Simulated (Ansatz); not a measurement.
`C[NH][Al]([OH])[SH]` and `C[NH][AlH][OH]` differ in one atom or group.

Ansatz, PBE0-D4/def2-TZVP geometries, multiplicity 1. Each molecule was computed in one conformer, which needn't be the lowest.

```
                                        property  `C[NH][Al]([OH])[SH]`
           HOMO–LUMO gap (B3LYP/def2-TZVPP) / eV                   6.01
size of the dipole moment (B3LYP/def2-TZVPP) / D                   0.76
           LUMO energy (ωB97M-V/def2-TZVPP) / eV                   1.36
               HOMO energy (PBE/def2-TZVPP) / eV                  -5.40
             HOMO–LUMO gap (PBE/def2-TZVPP) / eV                   4.38
               LUMO energy (PBE/def2-TZVPP) / eV                  -1.02
```

(1) Give the same properties after the change, and the shifts. (Estimate.)

Results:

(1) Computed: 
```tsv
property	`C[NH][AlH][OH]`	shift
HOMO–LUMO gap (B3LYP/def2-TZVPP) / eV	6.48	0.47
size of the dipole moment (B3LYP/def2-TZVPP) / D	2.23	1.47
LUMO energy (ωB97M-V/def2-TZVPP) / eV	1.72	0.36
HOMO energy (PBE/def2-TZVPP) / eV	-5.47	-0.07
HOMO–LUMO gap (PBE/def2-TZVPP) / eV	4.84	0.46
LUMO energy (PBE/def2-TZVPP) / eV	-0.63	0.39
```

With PBE0 the HOMO falls by 0.08 eV and the LUMO rises by 0.39 eV, so the gap widens by about 0.47 eV. PBE moves the HOMO by -0.07 eV and ωB97M-V by -0.09 eV. The zero-point energy changes by -7.0 kJ/mol with -3 modes. Dipoles are sizes alone; their direction can turn.

B3LYP here is the variant with VWN-RPA as its local correlation; programs differ in this.
